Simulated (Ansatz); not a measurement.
`NCCCF` and `FCC[SiH2]Cl` differ in one atom or group.

Ansatz, PBE0-D4/def2-TZVP geometries, multiplicity 1. Each molecule was computed in one conformer, which needn't be the lowest.

| property | `NCCCF` |
| --- | --- |
| LUMO energy (PBE0/def2-TZVPP) / eV | 0.97 |
| size of the dipole moment (ωB97M-V/def2-TZVPP) / D | 2.64 |
| HOMO energy (B3LYP/def2-TZVPP) / eV | -6.83 |
| HOMO–LUMO gap (ωB97M-V/def2-TZVPP) / eV | 11.86 |
| LUMO energy (ωB97M-V/def2-TZVPP) / eV | 2.36 |
| HOMO–LUMO gap (PBE/def2-TZVPP) / eV | 5.71 |

(1) Give the same properties after the change, and the shifts. (Best estimate.)

## Answers

(1) Ansatz gave: 
```json
{"property": "LUMO energy (PBE0/def2-TZVPP) / eV", "`FCC[SiH2]Cl`": "0.27", "shift": "-0.70"}
{"property": "size of the dipole moment (ωB97M-V/def2-TZVPP) / D", "`FCC[SiH2]Cl`": "2.35", "shift": "-0.29"}
{"property": "HOMO energy (B3LYP/def2-TZVPP) / eV", "`FCC[SiH2]Cl`": "-8.49", "shift": "-1.66"}
{"property": "HOMO–LUMO gap (ωB97M-V/def2-TZVPP) / eV", "`FCC[SiH2]Cl`": "12.97", "shift": "1.11"}
{"property": "LUMO energy (ωB97M-V/def2-TZVPP) / eV", "`FCC[SiH2]Cl`": "2.02", "shift": "-0.34"}
{"property": "HOMO–LUMO gap (PBE/def2-TZVPP) / eV", "`FCC[SiH2]Cl`": "6.73", "shift": "1.02"}
```

With PBE0 the HOMO falls by 1.65 eV and the LUMO falls by 0.70 eV, so the gap widens by about 0.95 eV. PBE moves the HOMO by -1.82 eV and ωB97M-V by -1.44 eV. Dipoles are sizes alone; their direction can turn.

B3LYP here is the variant with VWN-RPA as its local correlation; programs differ in this.
